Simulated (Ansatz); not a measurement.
System: H6S, charge 0, multiplicity 1. 
Geometry from a B3LYP-D3(BJ)/def2-TZVP (Ansatz, an electronic-structure program) optimisation:
SMILES: [H][S@OH27]([H])([H])([H])([H])[H]
```xyz
7

S      0.0000     0.0000     0.0000
H      1.4140    -0.0061     0.0019
H     -1.4140     0.0061    -0.0019
H      0.0062     1.4140    -0.0126
H     -0.0062    -1.4140     0.0126
H     -0.0018     0.0126     1.4140
H      0.0018    -0.0126    -1.4140
```
Charge 0, spin multiplicity 1.

Basis-set convergence of Hartree-Fock and CCSD(T) correlation energies (hartree) with Ansatz. Correlated levels leave the core frozen unless marked. No spin-orbit coupling. Non-relativistic.

```json
[
 {"basis": "def2-SVPD", "functions": "75", "E(HF)": "-400.61290", "E(corr, CCSD(T))": "-0.27347"},
 {"basis": "def2-TZVPPD", "functions": "153", "E(HF)": "…", "E(corr, CCSD(T))": "…"}
]
```

**Question.** Fill in the missing entries.

**Answer.** 
- def2-TZVPPD, E(HF): -400.77364
- def2-TZVPPD, E(corr, CCSD(T)): -0.32725
